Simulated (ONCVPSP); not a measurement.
magnesium, ONCV: configuration errors across variants

```json
{
  "Element": "Mg (Z = 12)",
  "Generator": "ONCVPSP 4.0.1",
  "Type": "optimised norm-conserving Vanderbilt (ONCV)",
  "Functional": "PBE",
  "Relativity": "fully relativistic",
  "Frozen core": "[Ne]",
  "Valence charge": "2",
  "Reference configuration": "3s1 (charge +1)",
  "Partial waves": "3s: rc 2.10 bohr, ncon 3, nbas 6, qcut 2.7 1/bohr, 3 projectors, debl 0.5 Ha; p scattering state at 0.17 Ha: rc 2.20 bohr, ncon 4, nbas 8, qcut 3.7 1/bohr, 3 projectors, debl 0.8 Ha; d scattering state at 0.05 Ha: rc 2.25 bohr, ncon 5, nbas 10, qcut 4.6 1/bohr, 1 projector",
  "Local potential": "polynomial inside 1.90 bohr (lpopt 5, dvloc0 1 Ha)",
  "Core correction": "polynomial model core, fcfact 0.25"
}
```

Open shells are filled in proportion to 2j + 1.

In the p channel the program set the typed energies aside and used 0.050, 0.850, 1.650 Ha (j = l + 1/2; the other j can differ).

All-electron excitation energies from the reference (eV): (1) 3s2 -7.960; (2) 3s1.5 -4.816; (3) 3s1 3p1 -4.469; (4) 3s0 3p2 -0.777.

1 further variants failed, have other tests or too few solved ones, and are left out.

A true bound ghost makes a file unfit for plane-wave use even where its test errors are small: the radial tests pick states by their node count and pass the ghost by.

Errors AE − PS in meV (a dash: test not solved or not reliable):

| change | (1) | (2) | (3) | (4) | bound ghosts | GHOST(+) flags above zero |
| --- | --- | --- | --- | --- | --- | --- |
| base | +14 | +5.4 | +0.8 | 0.0 | s, p3/2, p1/2 | p3/2, p1/2 |
| p: nproj 2 | +14 | +5.4 | +3.6 | +5.6 | s | none |
| p: rc 3 | +14 | +5.4 | +2.0 | +2.1 | s | none |

Q: Give the same row for: s: nbas 8.

A: +13, +5.0, +0.8, -0.7; bound ghosts: s, p3/2, p1/2; GHOST(+) flags above zero: s, p3/2, p1/2.
